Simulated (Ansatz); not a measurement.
CuBr2, 3 atoms. Hardware: 4 threads of Arm Neoverse N1 on a shared host.

Correlated methods freeze 27 core orbitals; core or outer-core shells of Br are correlated, in sets that lack core-valence functions.

(1) How many basis functions does each of these Ansatz runs have, and roughly what does it cost? CCSD(T)/def2-TZVP, charge 1 triplet at the geometry of the charge 0 doublet, energy, from earlier orbitals; r2SCAN-D4/def2-TZVPD, charge 0 doublet, energy, from earlier orbitals; PBE-D4/def2-TZVPD, charge 0 doublet, energy, from earlier orbitals; r2SCAN-D4/def2-TZVP, charge 1 singlet at the geometry of the charge 0 doublet, energy, from earlier orbitals; PBE0-D4/def2-SVP, charge 0 doublet, energy, from earlier orbitals; r2SCAN-D4/def2-TZVPD, charge -1 triplet at the geometry of the charge 0 doublet, energy, from earlier orbitals; PBE-D4/def2-TZVP, charge 1 singlet at the geometry of the charge 0 doublet, energy, from earlier orbitals; B3LYP-D4/def2-TZVP, charge 0 doublet, energy, from earlier orbitals; PBE0-D4/def2-TZVPD, charge 0 doublet, energy, from earlier orbitals; PBE0-D4/def2-TZVPD, charge -1 singlet at the geometry of the charge 0 doublet, energy, from earlier orbitals; r2SCAN-D4/def2-TZVP, charge 1 triplet at the geometry of the charge 0 doublet, energy, from earlier orbitals; r2SCAN-D4/def2-TZVP, charge 0 doublet, energy, from earlier orbitals.

Answers

(1) Other jobs shared the machine, so times can vary by a factor of up to 3. A dash marks memory too small to be measured apart from the calling script's.

| run | functions | fitting or Cholesky vectors | wall time | peak host memory (GiB) |
| --- | --- | --- | --- | --- |
| PBE0-D4/def2-TZVPD, charge -1 singlet at the geometry of the charge 0 doublet, energy, from earlier orbitals | 162 | 1492 | 6 s | – |
| PBE-D4/def2-TZVP, charge 1 singlet at the geometry of the charge 0 doublet, energy, from earlier orbitals | 141 | 1205 | 8.5 s | – |
| r2SCAN-D4/def2-TZVP, charge 1 triplet at the geometry of the charge 0 doublet, energy, from earlier orbitals | 141 | 1205 | 13 s | – |
| PBE-D4/def2-TZVPD, charge 0 doublet, energy, from earlier orbitals | 162 | 1309 | 21 s | – |
| PBE0-D4/def2-SVP, charge 0 doublet, energy, from earlier orbitals | 95 | 952 | 22 s | 0.58 |
| r2SCAN-D4/def2-TZVP, charge 1 singlet at the geometry of the charge 0 doublet, energy, from earlier orbitals | 141 | 1205 | 23 s | – |
| r2SCAN-D4/def2-TZVP, charge 0 doublet, energy, from earlier orbitals | 141 | 1205 | 24 s | – |
| B3LYP-D4/def2-TZVP, charge 0 doublet, energy, from earlier orbitals | 141 | 1121 | 40 s | 0.8 |
| PBE0-D4/def2-TZVPD, charge 0 doublet, energy, from earlier orbitals | 162 | 1198 | 53 s | 0.98 |
| r2SCAN-D4/def2-TZVPD, charge 0 doublet, energy, from earlier orbitals | 162 | 1309 | 55 s | – |
| r2SCAN-D4/def2-TZVPD, charge -1 triplet at the geometry of the charge 0 doublet, energy, from earlier orbitals | 162 | 1309 | 67 s | – |
| CCSD(T)/def2-TZVP, charge 1 triplet at the geometry of the charge 0 doublet, energy, from earlier orbitals | 141 | 1121 | 3.1 min | 2.1 |
